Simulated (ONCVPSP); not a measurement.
## Logarithmic derivatives: niobium (Nb), ONCV

Nb, optimised norm-conserving Vanderbilt (ONCV), made with ONCVPSP 4.0.1 (PBEsol, scalar-relativistic). Core [Ar] 3d10 4s2, reference 4p6 4d4 5s0.5 (charge +0.5). Waves: 5s: rc 3.30 bohr, ncon 5, nbas 10, qcut 2.1 1/bohr, 2 projectors, debl 3.2 Ha; 4p: rc 1.25 bohr, ncon 3, nbas 6, qcut 7 1/bohr, 2 projectors, debl 1.8 Ha; 4d: rc 2.80 bohr, ncon 5, nbas 10, qcut 6.2 1/bohr, 1 projector. Local part: polynomial inside 0.85 bohr (lpopt 4, dvloc0 0 Ha). Core correction: polynomial model core, fcfact 0.4.

The phase is arctan(r·R′/R) of the radial function R(r), unwrapped; energies in Ha, scanned from -3 to 5 Ha. A pole is an energy at which the radial function vanishes at the test radius. The pseudo phase is shifted by a multiple of π to meet the all-electron one at the reference energy, and phase errors are pseudo minus all-electron; the curves can meet again beyond the range given. Levels narrower than the energy grid can be missing from the lists of poles. Where the grid stepped over a known ghost or core level, its pole and its step of π were put in at the level’s energy.

For each channel, where are the poles, and over which energies does the pseudopotential scatter like the atom?

```csv
channel,radius (bohr),reference energy (Ha),"poles, all-electron","poles, pseudo",unbroken range about the reference energy with phases within 0.05 rad,phase error 1 Ha above the reference energy (rad)
s,3.34,-0.24,"-2.26, 0.34, 3.02","0.32, 3.00, 3.07",-2.2 to 0.8,-0.034
p,1.27,-1.38,2.59,2.58,the whole range,+0.000
d,2.84,-0.22,"-0.00, 2.47","-0.00, 2.68",below 0.6,+0.118
```

Note: ghosts flagged at negative energy: s at -99.4 eV; GHOST(+) flagged for s at 82.5 eV. A true bound ghost makes a file unfit for plane-wave use.

Phases in the d channel:

```
E (Ha)  all-electron  pseudo
 -2.98         1.398   1.398
 -2.54         1.379   1.379
 -2.10         1.354   1.354
 -1.66         1.316   1.316
 -1.22         1.247   1.248
 -0.78         1.070   1.071
 -0.34        -0.521  -0.520
  0.10        -1.666  -1.664
  0.54        -2.087  -2.060
  0.98        -3.722  -3.569
  1.42        -4.435  -4.393
  1.86        -4.602  -4.576
  2.30        -4.686  -4.661
  2.74        -4.751  -4.719
  3.18        -4.826  -4.772
  3.62        -4.970  -4.839
  4.06        -5.733  -4.963
  4.50        -7.446  -5.447
  4.94        -7.681  -7.252
```
